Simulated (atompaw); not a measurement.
An all-electron radial function and its pseudo partner (Ni)

Columns: radius, all-electron u(r) and pseudo u(r) of the 3p shell (level -71.25 eV) of nickel in the configuration [Ne] 3s2 3p6 3d8 4s2 4p0; PBEsol, scalar-relativistic, PAW (atompaw) scheme, atompaw 4.2.0.5.

```tsv
r (bohr)	all-electron	pseudo
0.063	-0.4069	0.0217
0.127	-0.6433	0.0862
0.190	-0.4826	0.1861
0.254	-0.1131	0.3156
0.317	0.2891	0.4601
0.381	0.6455	0.6119
0.444	0.9106	0.7544
0.508	1.0890	0.8815
0.571	1.1858	0.9807
0.635	1.2206	1.0493
0.698	1.2085	1.0830
0.762	1.1639	1.0837
0.825	1.0992	1.0549
0.888	1.0227	1.0028
0.952	0.9393	0.9331
1.015	0.8559	0.8552
1.079	0.7729	0.7734
1.142	0.6950	0.6952
1.206	0.6208	0.6208
1.269	0.5533	0.5533
1.333	0.4905	0.4905
1.396	0.4345	0.4345
1.460	0.3832	0.3832
1.523	0.3379	0.3379
1.587	0.2969	0.2969
1.650	0.2610	0.2610
```

**Question.** How many radial nodes do the two functions have?

**Answer.** The all-electron 3p function has n − l − 1 = 1; the pseudo-wave has 0, since the states of the same l below it are removed with the core.

**Question.** At about which radius was the pseudo-wave matched?

**Answer.** 1.20 bohr. The columns agree to 0.0005 from 1.08 bohr on; several derivatives are matched, so the curves merge somewhat inside the radius.

**Question.** Is the pseudo-wave norm-conserving?

**Answer.** No, it belongs to a PAW set: the norm inside the radius is not constrained, and the difference is carried by the augmentation charge.
